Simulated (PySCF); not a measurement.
Species: (CH3CH2)2CF2 (`CCC(F)(F)CC`). The columns A, B, C and D hold Mulliken, IAO, Hirshfeld and ESP-fitted charges (e) of one PBE0/pcSseg-1 density (PySCF), in a shuffled order. Coordinates in Å (GFN2-xTB); the density's dipole moment is (0.90, -2.08, 0.27) D.

```json
{"atom": "C1", "x": "-2.372", "y": "-0.287", "z": "-0.217", "A": "-0.124", "B": "-0.421", "C": "-0.267", "D": "-0.407"}
{"atom": "C2", "x": "-0.913", "y": "-0.579", "z": "0.121", "A": "-0.084", "B": "-0.285", "C": "-0.268", "D": "+0.057"}
{"atom": "C3", "x": "-0.107", "y": "0.704", "z": "0.303", "A": "+0.190", "B": "+0.570", "C": "+0.421", "D": "+0.445"}
{"atom": "F4", "x": "-0.741", "y": "1.520", "z": "1.204", "A": "-0.104", "B": "-0.318", "C": "-0.313", "D": "-0.271"}
{"atom": "F5", "x": "-0.117", "y": "1.419", "z": "-0.865", "A": "-0.100", "B": "-0.317", "C": "-0.310", "D": "-0.232"}
{"atom": "C6", "x": "1.336", "y": "0.520", "z": "0.768", "A": "-0.086", "B": "-0.283", "C": "-0.230", "D": "-0.138"}
{"atom": "C7", "x": "2.168", "y": "-0.328", "z": "-0.186", "A": "-0.117", "B": "-0.423", "C": "-0.299", "D": "-0.195"}
{"atom": "H8", "x": "-2.435", "y": "0.295", "z": "-1.133", "A": "+0.038", "B": "+0.150", "C": "+0.124", "D": "+0.114"}
{"atom": "H9", "x": "-2.916", "y": "-1.217", "z": "-0.354", "A": "+0.043", "B": "+0.144", "C": "+0.116", "D": "+0.103"}
{"atom": "H10", "x": "-2.839", "y": "0.279", "z": "0.585", "A": "+0.037", "B": "+0.150", "C": "+0.126", "D": "+0.124"}
{"atom": "H11", "x": "-0.846", "y": "-1.153", "z": "1.046", "A": "+0.046", "B": "+0.145", "C": "+0.127", "D": "+0.036"}
{"atom": "H12", "x": "-0.453", "y": "-1.151", "z": "-0.686", "A": "+0.045", "B": "+0.148", "C": "+0.138", "D": "+0.043"}
{"atom": "H13", "x": "1.772", "y": "1.518", "z": "0.851", "A": "+0.043", "B": "+0.154", "C": "+0.135", "D": "+0.085"}
{"atom": "H14", "x": "1.312", "y": "0.076", "z": "1.764", "A": "+0.045", "B": "+0.147", "C": "+0.129", "D": "+0.060"}
{"atom": "H15", "x": "2.089", "y": "0.058", "z": "-1.199", "A": "+0.039", "B": "+0.149", "C": "+0.127", "D": "+0.062"}
{"atom": "H16", "x": "1.841", "y": "-1.365", "z": "-0.176", "A": "+0.040", "B": "+0.138", "C": "+0.120", "D": "+0.036"}
{"atom": "H17", "x": "3.213", "y": "-0.298", "z": "0.113", "A": "+0.047", "B": "+0.150", "C": "+0.124", "D": "+0.081"}
```

Question: Which column most likely holds the ESP-fitted charges?

Answer: D. Σ q r misses the density's dipole by 0.02 D (D), 1.06 D (A), 1.20 D (B), 1.63 D (C). Charges fitted to the outside potential are the only set here that is tied to the molecule's multipoles.

Question: And the Hirshfeld charges?

Answer: A. The mean sizes are 0.072 e (A), 0.146 e (D), 0.199 e (C), 0.241 e (B), and Hirshfeld charges are commonly the smallest of these schemes.

As computed, A = Hirshfeld, B = IAO, C = Mulliken, D = ESP-fitted. Hydrogens on carbon: Hirshfeld +0.04 to +0.05, IAO +0.14 to +0.15, Mulliken +0.12 to +0.14, ESP-fitted +0.04 to +0.12 e.

The ESP scheme fits charges at the nuclei, held to the total charge, to the electrostatic potential on points at 1.4 to 2.0 times the van der Waals radii. The Hirshfeld scheme weights the molecular density at each point by an atom's share of the summed free-atom densities.

The structure is a single GFN2-xTB conformer in the gas phase; no vibrational or solvent corrections.

Conformer computed: `[CH3:1][CH2:2][C:3]([F:4])([F:5])[CH2:6][CH3:7]`: C1–C2–C3–F4 52°, C2–C3–C6–C7 59°.
